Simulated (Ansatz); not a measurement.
`F[SiH](F)[S][GeH3]` + HCl → `F[SiH](Cl)[S][GeH3]` + H–F  (ligand exchange at the Si–F bond)

Calculated with Ansatz (gas phase, PBE0-D4/def2-TZVP geometries, no zero-point term in ΔE). CBS: MP2 limit from def2 TZ/QZ plus the TZ coupled-cluster correction, frozen cores. This one scheme is used for every species. For Ge outer-core shells are correlated without core-valence functions, which leaves a few kJ/mol of doubt a bond. Scalar relativity is left out up to krypton. One conformer a species, not always the lowest.

```
         level  ΔE (eV)
MP2/def2-QZVPP     0.43
CCSD/CBS(def2)     0.51
```

(1) What does CCSD(T)/CBS give? (Best estimate.)

Largest T1 diagnostic among the species: 0.012.

Answers

(1) Computed: +0.47 eV. The listed levels differ from it by -0.04, 0.04 eV.

In def2-TZVPP, CCSD(T) changes the Hartree–Fock value by −0.16 eV (the triples alone add −0.03 eV) and MP2 by −0.23 eV. The D4 term adds −0.08 eV with B3LYP and −0.04 eV with PBE0; it sums over pairs of atoms, weighted by their polarisabilities, and B3LYP, whose exchange is more repulsive, gets the larger term.

B3LYP here is the variant with VWN-RPA as its local correlation; programs differ in this.
